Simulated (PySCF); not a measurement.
In(H)2(iPr) (C₃H₉In), SMILES C[CH](C)[InH2]. Geometry: PBE-D3(BJ)/def2-SVP. The structure was generated by enumeration; whether it is a known compound was not checked. The def2 effective core potentials stand for the cores of In; spin–orbit coupling is left out.

Q: Give the equilibrium geometry at PBE-D3(BJ)/def2-SVP (PySCF confirms it by a frequency run) as bond lengths and angles, and its point group. (An estimate is asked for; the answer gives what the named calculation found.)

A: point group Cs.
Atoms: In1 H2 H3 C4 C5 C6 H7 H8 H9 H10 H11 H12 H13. Bonds (Å): In1–H2 1.759, In1–H3 1.759, In1–C4 2.218, C4–C5 1.532, C4–C6 1.532, C4–H7 1.115, C5–H8 1.115, C5–H9 1.111, C5–H10 1.109, C6–H11 1.109, C6–H12 1.115, C6–H13 1.111. Angles (°): H2–In1–H3 119.1, H2–In1–C4 120.4, H3–In1–C4 120.4, In1–C4–C5 112.1, In1–C4–C6 112.1, In1–C4–H7 102.4, C5–C4–C6 112.6, C5–C4–H7 108.5, C6–C4–H7 108.5, C4–C5–H8 111.2, C4–C5–H9 111.9, C4–C5–H10 112.5, H8–C5–H9 106.5, H8–C5–H10 107.3, H9–C5–H10 107.2, C4–C6–H11 112.5, C4–C6–H12 111.2, C4–C6–H13 111.9, H11–C6–H12 107.3, H11–C6–H13 107.2, H12–C6–H13 106.5.
Charge 0, spin multiplicity 1.
